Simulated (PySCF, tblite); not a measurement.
A set of runs on `c1(Cl)ccc(C#P)cc1`; the geometry of each is named by its level. Settings lines and outputs come from a driver script.

Compound: C₇H₄ClP.
Numbering: `[P:1]#[C:2][c:3]1[cH:4][cH:5][c:6]([Cl:7])[cH:8][cH:9]1` (hydrogens: H10 on C4; H11 on C5; H12 on C8; H13 on C9)

Step 1: GFN2-xTB geometry optimisation, gas phase (tblite 0.8.0) (from a force-field or distance-geometry start)
```json
{"job": {"kind": "relax", "xc": "GFN2-xTB", "basis": "xTB"}, "charge": 0, "multiplicity": 1}
```
```
step      E/eV     max force
  0    -653.85830    1.098
  1    -653.89044    0.958
  2    -653.90655    0.462
...
  9    -653.92629    0.024
 10    -653.92634    0.021
 11    -653.92637    0.018
 12    -653.92640    0.013
 13    -653.92641    0.009
```

Energy lowered by 1.6 kcal/mol over 13 steps; largest atomic force 0.009 eV/Å at the end. «max force» is the largest atomic force in eV/Å.

Time: 0.17 s wall. Hardware: one thread, Arm Neoverse N1 (aarch64), no GPU, on a shared host.

Step 2: GFN2-xTB harmonic vibrations, gas phase (tblite 0.8.0) (on the GFN2-xTB geometry)
```json
{"job": {"kind": "ir", "xc": "GFN2-xTB", "basis": "xTB"}, "charge": 0, "multiplicity": 1}
```
```
(table of modes left out)
```

33 modes from 62 to 3103 cm⁻¹ (unscaled, harmonic); zero-point energy 52.6 kcal/mol; all wavenumbers are real at this level.

Time: 0.78 s. Hardware: Arm Neoverse N1, one thread, shared host with 64 logical CPUs at a one-minute load of 20.

Step 3: TDDFT CAM-B3LYP/def2-SVPD, vertical, gas phase, core orbitals frozen in the response (PySCF 2.14.0, density-fitted response routines) (on the GFN2-xTB geometry)
```json
{"job": {"kind": "uv", "xc": "CAM-B3LYP", "basis": "def2-SVPD", "nstates": 8, "ntriplets": 3}, "charge": 0, "multiplicity": 1}
```
```
...
Static polarisability (au): isotropic 130.396, principal 69.067 103.238 218.885
Singlet excitations
state   eV       nm        f      main configurations
  1   3.8778    319.7   0.00000   H->L+1 0.51, H-1->L 0.36, H-3->L+1 0.08
  2   4.0165    308.7   0.25856   H->L 0.72, H-1->L+1 0.20
  3   4.1714    297.2   0.00000   H-1->L 0.57, H->L+1 0.35
  4   4.8815    254.0   0.00004   H->L+2 0.55, H-2->L 0.40
  5   5.5469    223.5   0.55736   H-1->L+1 0.31, H-3->L 0.30, H->L 0.21
  6   5.9615    208.0   0.16707   H-2->L 0.56, H->L+2 0.42
  7   6.3280    195.9   0.00535   H->L+3 0.89
  8   6.6088    187.6   0.03052   H-3->L 0.47, H->L+4 0.43
Triplet excitations (Tamm-Dancoff, eV): 2.5838 3.4285 3.5152
```

HOMO -7.85 eV, LUMO -1.14 eV; lowest singlet 3.88 eV; lowest triplet 2.58 eV (Tamm–Dancoff); mean polarisability 130.4 au.

The run took 51 s wall on an Arm Neoverse V1 with one thread, no GPU, shared host with 32 logical CPUs at a one-minute load of 11, and the process peaked at 1.0 GiB of memory.

Geometry of the electronic-property runs (GFN2-xTB):
```
atom  x, y, z in Å
P1     3.974   -0.390   -0.647
C2     2.442   -0.240   -0.398
C3     1.067   -0.104   -0.175
C4     0.296   -1.213    0.199
C5    -1.059   -1.080    0.418
C6    -1.659    0.162    0.267
Cl7   -3.357    0.328    0.539
C8    -0.912    1.273   -0.101
C9     0.442    1.141   -0.319
H10    0.773   -2.175    0.313
H11   -1.652   -1.934    0.705
H12   -1.393    2.233   -0.214
H13    1.033    1.999   -0.604
```

 (This holds for the electronic-property runs.)
